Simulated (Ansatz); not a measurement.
`OPN[SiH3]` + SiH₄ → `OP[SiH3]` + `N[SiH3]`  (formal exchange of groups at a P–N bond)

Isolated molecules relaxed with PBE0-D4/def2-TZVP in Ansatz; ΔE leaves out vibrations. CCSD(T)/CBS is the MP2 limit (def2-TZVPP, def2-QZVPP) plus CCSD(T) − MP2 in def2-TZVPP, frozen cores. This one scheme is used for every species. DFT in def2-TZVPP. HSE06 is defined as in plane-wave codes. Each species was taken in one conformer, which may not be the lowest.

Problem. Is it downhill or uphill in electronic energy at CCSD(T)/CBS, and by how much? (An estimate is asked.)

Solution. The calculation gave: Uphill: ΔE = +5.5 kcal/mol.

Problem. What do these levels give: HSE06-D4, ωB97M-V, CAM-B3LYP, LC-ωPBE, CCSD(T)/def2-SVP, CCSD/CBS(def2)? (Best estimate.)

Solution. Computed: HSE06-D4 3.6, ωB97M-V 6.3, CAM-B3LYP 6.2, LC-ωPBE 4.7, CCSD(T)/def2-SVP 6.6, CCSD/CBS(def2) 5.5 kcal/mol.

Largest T1 diagnostic among the species: 0.013.

From BLYP to BHLYP (50 % exact exchange), in def2-TZVPP and without D4, ΔE moves by +1.7 kcal/mol. Leaving LDA and LC-ωPBE aside and taking each functional with its dispersion term where it has one, the values, not all of them listed here, spread over 3.6 kcal/mol, from PBE-D4 to CAM-B3LYP-D4. LDA lies +2.0 kcal/mol from PBE without D4.
